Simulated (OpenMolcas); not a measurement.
Rh4+ among 6 point charges of -1.36 e arranged as an octahedron (Oh), 2.22 Å from the ion.

```yaml
Program: OpenMolcas 26.06
Method: "SS-CASPT2, IPEA 0.25 Eh, imaginary shift 0.1 Eh (closed shells correlated: 4s 4p)"
Basis: ANO-RCC-VDZP [6s5p3d1f]
Scalar_Hamiltonian: DKH2, point nucleus
Active_space: 5 electrons in 5 orbitals (4d)
State_averaging: 2S+1 = 6 even, 1 root; 2S+1 = 4 even, 24 roots; 2S+1 = 2 even, 75 roots
Spin-orbit_coupling: RASSI with atomic mean-field integrals over the reference wave functions
```

Q: What is the spin-free ground state (labels of O, the rotations of Oh)?

A: 6A1, 1-fold in its orbital part, 100 % from free-ion S terms; it has the highest spin that d5 allows.

Q: What are the lowest two levels with spin-orbit coupling?

A: A 2-fold level Γ7 with g = 3.33, 3.33, 3.33, then a 4-fold level Γ8 0 cm-1 above it. Their leading multiplicities are 6 (99 %) and 6 (99 %).

Q: What is χT at 300 K, and how does it compare with the textbook value?

A: The lowest level has 2S+1 = 6, for which the spin-only value is χT = S(S+1) / 2 = 4.375 cm3 K/mol (g = 2). The computed 4.364 at 300 K differs by -0.011, through a little spin-orbit mixing out of the ground term, against the free-electron g of 2.0023, which raises it.

Roots that are degenerate in the reference are averaged as groups; the widest CASPT2 spread within a group is 98 cm-1 (the 3-fold group of multiplicity 4 near 45800 cm-1 above the lowest state of its run). Shifts and gaps below about the spread of the groups concerned are not significant. Point charges give a weaker field than real ligands, and real ions of this kind are as a rule low spin; the high spin found here belongs to the model. This field is weak: 10Dq is about 2261 cm-1, while octahedral complexes of 4d ions of charge 3 and more, computed by the same method with explicit ligands, had a median near 25000 cm-1. Ground spin and moment need not be those of a real site. Free-ion shares, where given, are those of the reference states; single-state CASPT2 does not remix them. Point charges carry no covalency, so the field is a model and not that of real ligands. No measured value stands beside these numbers.
